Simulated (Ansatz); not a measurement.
Isolated molecules relaxed with PBE0-D4/def2-TZVP in Ansatz; ΔE leaves out vibrations. CBS: MP2 limit from def2 TZ/QZ plus the TZ coupled-cluster correction, frozen cores. Functionals use def2-TZVPP. def2 core potentials past Kr. For Br, Cd outer-core shells are correlated without core-valence functions, which leaves a few kJ/mol of doubt a bond. Scalar relativity is left out up to krypton. Each species was taken in one conformer, which may not be the lowest.

Reaction (substitution at a C–S bond): `C[S][Cd][OH]` + `NBBr` → `CNBBr` + `[OH][Cd][SH]`

`C[S][Cd][OH]`:

```xyz
8

C     0.843    1.322   -0.788
S     1.322    0.381    0.696
Cd   -0.476   -1.047    1.011
O    -2.041   -2.189    1.371
H     1.661    2.017   -0.981
H     0.727    0.679   -1.659
H    -0.067    1.899   -0.629
H    -1.970   -3.061    0.978
```

`NBBr`:

Cartesian coordinates in Å:
```
N -0.066 0.719 -0.298
B -0.125 -0.584 0.153
Br 1.354 -1.315 1.156
H -0.815 1.136 -0.823
H 0.719 1.326 -0.132
H -1.066 -1.282 -0.057
```

`CNBBr`:

Cartesian coordinates in Å:
```
C 0.079 0.551 -1.078
N -0.187 -0.431 -0.051
B 0.065 -0.279 1.295
Br -0.365 -1.719 2.513
H -0.839 0.844 -1.595
H 0.785 0.169 -1.821
H 0.512 1.440 -0.620
H -0.592 -1.293 -0.382
H 0.542 0.717 1.740
```

`[OH][Cd][SH]`:

Cartesian coordinates in Å:
```
O 0.282 -1.774 1.029
Cd 0.280 -0.059 0.064
S 0.375 1.906 -1.163
H -0.161 -1.728 1.880
H -0.776 1.655 -1.810
```

(1) Is it downhill or uphill in electronic energy at CCSD(T)/CBS, and by how much? (Best estimate.)

(2) What do these levels give: revPBE-D4, BHLYP-D4, revPBE, CCSD/def2-TZVPP, HF/def2-QZVPP, MP2/def2-QZVPP? (Best estimate.)

(3) What do rigid-rotor, harmonic-oscillator terms from PBE0-D4/def2-TZVP frequencies (298.15 K, 1 bar) make of the CCSD(T)/CBS value? (Best estimate.)

Largest T1 diagnostic among the species: 0.015.

Answers

(1) Ansatz gave: Uphill: ΔE = +0.9 kcal/mol.

(2) Computed: revPBE-D4 1.9, BHLYP-D4 0.5, revPBE 1.8, CCSD/def2-TZVPP -0.2, HF/def2-QZVPP -0.7, MP2/def2-QZVPP 1.6 kcal/mol.

(3) Computed: ΔZPE = -1.1 kcal/mol, ΔH = -0.2 kcal/mol, ΔS = -7 J/(mol·K), ΔG = +0.3 kcal/mol.

From BLYP to BHLYP (50 % exact exchange), in def2-TZVPP and without D4, ΔE moves by −1.2 kcal/mol. In def2-TZVPP, CCSD(T) changes the Hartree–Fock value by +0.8 kcal/mol (the triples alone add +0.3 kcal/mol) and MP2 by +1.9 kcal/mol. At CCSD(T), def2-SVP lies −3.5 kcal/mol from the extrapolated value and def2-TZVPP −0.7 kcal/mol.
